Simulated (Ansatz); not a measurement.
# Redistribution: CBrCl2F + C4H10 → CHCl2F + C4H9Br

Species: CBrCl2F (bromodichlorofluoromethane) `FC(Cl)(Cl)Br`, singlet; C4H10 (butane) `CCCC`, singlet; CHCl2F (dichlorofluoromethane) `FC(Cl)Cl`, singlet; C4H9Br (1-bromobutane) `CCCCBr`, singlet. The partners trade Br for H; both sit on C, so the bond types are kept.

Shapes, held fixed at every level: PBE0-D4/def2-TZVP. Flexible molecules stand in one conformer, not always the lowest. Programs: Ansatz 0.2.0. The zero-point and thermal change to 298 K, harmonic and unscaled (PBE0-D4/def2-TZVP), is +4.6 kJ/mol.

Estimate the reaction enthalpy at 298 K.

From tabulated heats of formation (Active Thermochemical Tables, CRC Handbook of Chemistry and Physics), ΔH(298 K) = -25.8 kJ/mol. Nearest: CCSD(T)/def2-SVP (-2.4); farthest: HF/def2-TZVPP (-27.9). 5 of 8 levels lie within 10 kJ/mol. The heats of C4H9Br come from older tables and can be uncertain by 10 kJ/mol or more. Relativity is left out for Br unless named. Correlated rows may include outer-core shells of Br, which these sets cover unevenly.

```
                level                    kind  ΔH (kJ/mol)  computed − measured
        HF/def2-TZVPP            Hartree–Fock        -53.7                -27.9
  BHLYP-D4/def2-TZVPP           global hybrid        -39.2                -13.4
r2SCAN0-D4/def2-TZVPP           global hybrid        -34.3                 -8.6
   wB97M-V/def2-TZVPP  range-separated hybrid        -31.6                 -5.8
       MP2/def2-TZVPP     perturbation theory        -32.5                 -6.7
     CCSD(T)/def2-SVP   coupled cluster or CI        -28.1                 -2.4
        CCSD/def2-SVP   coupled cluster or CI        -31.6                 -5.8
   CCSD(T)/def2-TZVPP   coupled cluster or CI        -36.6                -10.9
```
